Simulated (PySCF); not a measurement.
C₅H₁₁FO.
SMILES: `CCCO[C@H](C)F`

Vertical excitations from PySCF (density fitting, frozen core in the response, grid level 2 and gas phase unless stated; continuum runs use non-equilibrium linear response for the excitations) on a GFN2-xTB geometry. Reference run:

| settings | S1, eV (f) | S2, eV (f) | S3, eV (f) | S4, eV (f) | S5, eV (f) | S6, eV (f) | T1, eV (Tamm–Dancoff) | mean α (au) |
| --- | --- | --- | --- | --- | --- | --- | --- | --- |
| PBE0/def2-SVPD, full TDDFT, 6 singlets | 7.90 (0.012) | 8.26 (0.004) | 8.67 (0.047) | 8.68 (0.011) | 8.71 (0.039) | 8.88 (0.008) | 7.74 | 68.7 |

What do these settings give: (1) LDA/6-31++G**, grid level 4, TDA, 1 singlet; (2) PBE0/MINI, fitting basis def2-universal-jkfit, full TDDFT, 25 singlets; (3) PBE0/pcSseg-0, full TDDFT, 3 singlets?

```tsv
settings	S1, eV (f)	S2, eV (f)	S3, eV (f)	S4, eV (f)	S5, eV (f)	S6, eV (f)	T1, eV (Tamm–Dancoff)	mean α (au)
LDA/6-31++G**, grid level 4, TDA, 1 singlet	6.30 (0.010)	–	–	–	–	–	6.23	70.5
PBE0/MINI, fitting basis def2-universal-jkfit, full TDDFT, 25 singlets	10.13 (0.012)	10.54 (0.009)	10.78 (0.024)	11.01 (0.002)	11.48 (0.013)	11.67 (0.033)	–	40.3
PBE0/pcSseg-0, full TDDFT, 3 singlets	9.00 (0.025)	9.34 (0.003)	9.67 (0.081)	–	–	–	8.60	53.6
```

(1) S1 moves by -1.60 eV; functional, basis and response scheme change together, so the shift can't be laid on one. (2) S1 moves by +2.23 eV. (3) S1 moves by +1.10 eV. States are counted by energy in each run and needn't keep their character from row to row.

All basis functions are spherical, in the Pople sets too.

Which orbital pairs make up S1 in each run, and how does it sit against the orbital gap?

```
                                                              settings  S1 configurations (weight)  S1 (eV)  orbital gap (eV)  S1 − gap (eV)
                                PBE0/def2-SVPD, full TDDFT, 6 singlets                    H→L 0.91     7.90              9.04          -1.14
                           LDA/6-31++G**, grid level 4, TDA, 1 singlet                    H→L 0.99     6.30              6.27          +0.03
PBE0/MINI, fitting basis def2-universal-jkfit, full TDDFT, 25 singlets                    H→L 0.96    10.13             12.13          -2.00
                                 PBE0/pcSseg-0, full TDDFT, 3 singlets        H→L 0.80, H→L+1 0.16     9.00             10.34          -1.34
```

Conformer computed: `[CH3:1][CH2:2][CH2:3][O:4][C@H:5]([CH3:6])[F:7]`: C1–C2–C3–O4 -172°, C2–C3–O4–C5 -77°, C3–O4–C5–C6 -165°.

One conformer stands for the species.
